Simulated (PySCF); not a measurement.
Species: C8H12O3.
Geometry (PBE0-D3(BJ)/def2-SVP, Å), atoms numbered from 1 in this order:
```
atom  x, y, z in Å
C1     3.1544    0.6227   -0.2899
O2     2.7009   -0.6699   -0.6447
C3     1.5592   -1.0569   -0.0762
C4     1.4292   -2.2052    0.5938
O5     0.2266   -2.6491    1.0964
C6    -0.7943   -1.7618    0.9091
C7    -0.6785   -0.5921    0.2740
C8    -1.7859    0.3850    0.0445
C9    -2.0654    0.5453   -1.4509
C10   -1.4726    1.7294    0.7032
O11    0.5274   -0.1748   -0.2699
H12    4.1157    0.7677   -0.7980
H13    3.3028    0.7011    0.8012
H14    2.4474    1.4006   -0.6159
H15    2.2641   -2.8829    0.7518
H16   -1.7398   -2.0988    1.3318
H17   -2.6815   -0.0416    0.5263
H18   -1.1725    0.9216   -1.9725
H19   -2.3432   -0.4165   -1.9066
H20   -2.8862    1.2588   -1.6200
H21   -0.5556    2.1642    0.2774
H22   -1.3228    1.6153    1.7870
H23   -2.2940    2.4437    0.5405
```

Theory: TDDFT wB97X-D/def2-SVPD, vertical, gas phase, core orbitals frozen in the response (PySCF 2.14.0, density-fitted response routines).

Transition dipole moments from the ground state, in atomic units and in the frame of the coordinates above (overall signs are arbitrary), for the states with f of 0.002 or more among the lowest 8:

| state | E (eV) | μx | μy | μz |
| --- | --- | --- | --- | --- |
| S1 | 4.255 | -0.172 | 0.033 | -0.016 |
| S2 | 5.182 | 0.106 | 0.217 | 0.376 |
| S3 | 6.171 | -0.093 | -0.097 | -0.021 |
| S4 | 6.344 | 0.047 | 0.112 | 0.071 |
| S6 | 6.677 | -0.020 | 0.221 | -0.195 |
| S7 | 6.800 | -0.020 | 0.073 | -0.133 |
| S8 | 6.947 | -0.110 | -0.050 | 0.291 |

Question: What oscillator strength does each state have?

Answer: f = (2/3) ΔE |μ|² with ΔE in hartree (27.2114 eV).

```csv
state,|μ|² (au),|μ| (D),f
S1,0.031,0.45,0.003
S2,0.199,1.13,0.025
S3,0.018,0.35,0.003
S4,0.020,0.36,0.003
S6,0.087,0.75,0.014
S7,0.023,0.39,0.004
S8,0.100,0.80,0.017
```

Question: What angle do the transition dipoles of S6 and S8 make?

Answer: |cos θ| = |μa·μb| / (|μa| |μb|) = 0.70, so θ ≈ 45° (taken between 0 and 90°, since the signs are arbitrary).

One conformer stands for the species.
